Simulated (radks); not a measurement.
All-electron atom: the rhodium ion Rh2+ in [Kr] 4d6.75 5s0.25 (fractional occupations, a model configuration).

Method: scalar-relativistic Kohn-Sham, r2SCAN, spin-polarised, spherical densities, finite nucleus; open shells are filled with parallel spins first (spin-orbit coupling, left out, can overturn this in heavy ions); meta-GGA in the generalised Kohn-Sham scheme; Fermi nuclear charge, rms radius 4.4945 fm; computed with a radial shooting solver on a logarithmic mesh with Libxc functionals.

Energy parts (Ry):
| part | energy |
|---|---|
| total | -9567.48015 |
| kinetic | 9908.90444 |
| electron-nucleus | -23024.34587 |
| Hartree | 3824.82393 |
| exchange-correlation | -276.86265 |

Orbitals (lengths in bohr, moments of r in powers of bohr):
| orbital | occ. | eigenvalue (Ry) | <r^4> |
|---|---|---|---|
| 1s up | 1 | -1698.399 | 5.378e-06 |
| 1s down | 1 | -1698.399 | 5.377e-06 |
| 2s up | 1 | -248.6365 | 0.0009696 |
| 2s down | 1 | -248.5789 | 0.0009692 |
| 2p up | 3 | -222.7917 | 0.0006961 |
| 2p down | 3 | -222.7494 | 0.0006958 |
| 3s up | 1 | -46.19313 | 0.04651 |
| 3s down | 1 | -46.17801 | 0.04648 |
| 3p up | 3 | -37.62734 | 0.05049 |
| 3p down | 3 | -37.60604 | 0.05041 |
| 3d up | 5 | -23.97477 | 0.05107 |
| 3d down | 5 | -23.93042 | 0.05089 |
| 4s up | 1 | -7.95491 | 1.787 |
| 4s down | 1 | -7.72903 | 1.763 |
| 4p up | 3 | -5.53048 | 2.753 |
| 4p down | 3 | -5.28993 | 2.727 |
| 4d up | 5 | -2.06698 | 10.47 |
| 4d down | 1.75 | -1.82110 | 11.71 |
| 5s up | 0.25 | -1.49002 | 87.24 |
| 5s down | 0 | -1.34564 | 104.7 |

The highest occupied level is 5s up at -20.273 eV. The electron density at the nucleus is 1.237e+05 e/bohr^3 (large components only).
